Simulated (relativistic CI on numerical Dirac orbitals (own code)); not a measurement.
Computed by Dirac-Coulomb-Breit CI, orbitals from a KLI potential per configuration, model QED (radiative potential, 1s self-energy scaled to tabulated hydrogen-like ionisation energies), unscaled Slater integrals (own radial code, finite nucleus).

The strongest absorption lines from the ground level of an ion, among the configurations computed and to levels below about 1230 eV (vacuum wavelength in Å, gf): 14.785 (0.67), 15.337 (1.4), 15.439 (0.012), 16.877 (0.12), 17.635 (0.24), 64.472 (1.6), 81.487 (0.16), 98.997 (6.4e-05).

(1) Which ion is it?
A. Rh XXVI
B. Rh XXVIII
C. Ag XXX
D. Nb XXIV

## Answers

(1) B. Rh XXVIII has 18 electrons and the ground level 3s2.3p6 1S_0; the strongest line goes to 3s2.3p5.3d 1P°_1. The pattern of lines fixes the number of electrons, and along that sequence the line energies rise steadily with the charge (about as its square where n changes within one kind of shell, about linearly where n is kept but much faster in heavy ions where fine structure, which grows about as Z⁴, sets the gap, and irregularly where shells cross), which fixes Z. Configurations outside the model, such as inner-shell arrays, can give stronger lines. At this charge energies of transitions that change n are usually good to better than 1 %, and those within a shell (Δn = 0) to a few per cent.

LS names give the leading component of a level, which can be under half, so a name can repeat, a term be missing and a line seem to break the LS rules.
